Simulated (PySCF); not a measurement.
Some computed properties have been withheld. Give your best values.

Compound: C6H11OSi (doublet state).
SMILES with atom numbers: `[CH2:1]=[C:2]([O:3][SiH3:4])[CH:5]1[CH2:6][CH:7][CH2:8]1` (hydrogens: H9, H10 on C1; H11, H12, H13 on Si4; H14 on C5; H15, H16 on C6; H17 on C7; H18, H19 on C8)

Conformer (atom-mapped SMILES and torsion angles): `[CH2:1]=[C:2]([O:3][SiH3:4])[CH:5]1[CH2:6][CH:7][CH2:8]1`: C1–C2–O3–Si4 -4°, C1–C2–C5–C6 1°.

| property | level | value |
| --- | --- | --- |
| point group of the GFN2-xTB geometry | GFN2-xTB | C1 |
| rotational constants A, B, C of the GFN2-xTB geometry | GFN2-xTB | ? |
| isotropic g value | unrestricted B3LYP/pcH-1, mean-field spin–orbit | ? |
| spin squared ⟨S²⟩ | unrestricted B3LYP/pcH-1 | ? |
| largest isotropic hyperfine couplings (means over sets of like nuclei) | unrestricted B3LYP/pcH-1, mean-field spin–orbit | 1H +128.2 (H15/H18), 1H +104.7 (H16/H19), 13C +102.0 (C7), 1H -61.7 (H17), 13C -35.3 (C6/C8) MHz |

The electronic properties come from PySCF, for the isolated species, density fitting. GFN2-xTB frequencies show an imaginary mode (37i cm⁻¹), so this geometry is no minimum at that level. Hyperfine couplings depend on the geometry, which wasn't re-optimised at a DFT level.

Task: What are the rotational constants A, B, C of the GFN2-xTB geometry?

Result: 4.307, 0.906, 0.805 GHz.

Task: Give the isotropic g value.

Result: 2.00268.

Task: The spin squared ⟨S²⟩?

Result: 0.754.

The rotational constants make it an asymmetric top with κ = (2B − A − C)/(A − C) = -0.94, nearer the prolate limit (−1). ⟨S²⟩ is 0.004 above the pure-spin value S(S + 1) = 0.75. With B = h/(8π²I), that is 505.379 GHz u Å² over I, the principal moments of inertia are 117.3, 557.6 and 627.6 u Å² (most abundant isotopes); the inertial defect Ic − Ia − Ib is -47.3 u Å² (zero for a rigid planar frame, negative otherwise). At 9.50 GHz, hν = g·μB·B₀ (B₀ the magnetic field) puts the centre of the isotropic spectrum, to first order, at 338.9 mT. g_iso is shifted by about +360 ppm from the free-electron value 2.002319.

One conformer stands for the species.
